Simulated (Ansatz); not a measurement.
Be₄Te₄. The state is a singlet with charge 0. Geometry B3LYP-D4/def2-SVP.

```xyz
8

Be    1.875    0.051   -0.737
Be   -1.876   -0.052    0.738
Be    0.421    1.578    1.185
Be   -0.419   -1.578   -1.184
Te   -1.740    2.163    1.058
Te   -1.887   -2.263    0.366
Te    1.074   -0.785   -2.657
Te    2.553    0.887    1.230
```

In the def2 sets Te takes a core potential; there is no spin–orbit coupling. Another isomer (singlet) lies 1.17 eV lower at PBE0-D4/def2-TZVP; other spin states weren't run for this one.

**Question.** Estimate the orbital energies around the gap (eV) in Ansatz with LDA (SPW92)/def2-TZVP, PBE-D4/def2-TZVP, r2SCAN-D4/def2-TZVP, PBE0-D4/def2-TZVP.

**Answer.** 
```json
{"orbital": "HOMO−9", "LDA (SPW92)/def2-TZVP": "-8.27", "PBE-D4/def2-TZVP": "-8.13", "r2SCAN-D4/def2-TZVP": "-8.46", "PBE0-D4/def2-TZVP": "-9.29"}
{"orbital": "HOMO−8", "LDA (SPW92)/def2-TZVP": "-8.27", "PBE-D4/def2-TZVP": "-8.12", "r2SCAN-D4/def2-TZVP": "-8.45", "PBE0-D4/def2-TZVP": "-9.28"}
{"orbital": "HOMO−7", "LDA (SPW92)/def2-TZVP": "-7.49", "PBE-D4/def2-TZVP": "-7.31", "r2SCAN-D4/def2-TZVP": "-7.62", "PBE0-D4/def2-TZVP": "-8.36"}
{"orbital": "HOMO−6", "LDA (SPW92)/def2-TZVP": "-7.48", "PBE-D4/def2-TZVP": "-7.30", "r2SCAN-D4/def2-TZVP": "-7.61", "PBE0-D4/def2-TZVP": "-8.36"}
{"orbital": "HOMO−5", "LDA (SPW92)/def2-TZVP": "-7.40", "PBE-D4/def2-TZVP": "-7.22", "r2SCAN-D4/def2-TZVP": "-7.52", "PBE0-D4/def2-TZVP": "-8.26"}
{"orbital": "HOMO−4", "LDA (SPW92)/def2-TZVP": "-7.29", "PBE-D4/def2-TZVP": "-7.11", "r2SCAN-D4/def2-TZVP": "-7.42", "PBE0-D4/def2-TZVP": "-8.17"}
{"orbital": "HOMO−3", "LDA (SPW92)/def2-TZVP": "-6.74", "PBE-D4/def2-TZVP": "-6.55", "r2SCAN-D4/def2-TZVP": "-6.82", "PBE0-D4/def2-TZVP": "-7.55"}
{"orbital": "HOMO−2", "LDA (SPW92)/def2-TZVP": "-6.17", "PBE-D4/def2-TZVP": "-5.99", "r2SCAN-D4/def2-TZVP": "-6.25", "PBE0-D4/def2-TZVP": "-6.95"}
{"orbital": "HOMO−1", "LDA (SPW92)/def2-TZVP": "-6.17", "PBE-D4/def2-TZVP": "-5.99", "r2SCAN-D4/def2-TZVP": "-6.25", "PBE0-D4/def2-TZVP": "-6.94"}
{"orbital": "HOMO", "LDA (SPW92)/def2-TZVP": "-6.16", "PBE-D4/def2-TZVP": "-5.98", "r2SCAN-D4/def2-TZVP": "-6.23", "PBE0-D4/def2-TZVP": "-6.92"}
{"orbital": "LUMO", "LDA (SPW92)/def2-TZVP": "-3.43", "PBE-D4/def2-TZVP": "-3.22", "r2SCAN-D4/def2-TZVP": "-3.07", "PBE0-D4/def2-TZVP": "-2.63"}
{"orbital": "LUMO+1", "LDA (SPW92)/def2-TZVP": "-2.67", "PBE-D4/def2-TZVP": "-2.45", "r2SCAN-D4/def2-TZVP": "-2.22", "PBE0-D4/def2-TZVP": "-1.76"}
{"orbital": "LUMO+2", "LDA (SPW92)/def2-TZVP": "-2.66", "PBE-D4/def2-TZVP": "-2.44", "r2SCAN-D4/def2-TZVP": "-2.21", "PBE0-D4/def2-TZVP": "-1.75"}
{"orbital": "LUMO+3", "LDA (SPW92)/def2-TZVP": "-2.11", "PBE-D4/def2-TZVP": "-1.88", "r2SCAN-D4/def2-TZVP": "-1.66", "PBE0-D4/def2-TZVP": "-1.21"}
{"orbital": "LUMO+4", "LDA (SPW92)/def2-TZVP": "-1.94", "PBE-D4/def2-TZVP": "-1.69", "r2SCAN-D4/def2-TZVP": "-1.32", "PBE0-D4/def2-TZVP": "-1.07"}
{"orbital": "LUMO+5", "LDA (SPW92)/def2-TZVP": "-1.26", "PBE-D4/def2-TZVP": "-1.04", "r2SCAN-D4/def2-TZVP": "-0.71", "PBE0-D4/def2-TZVP": "-0.28"}
```
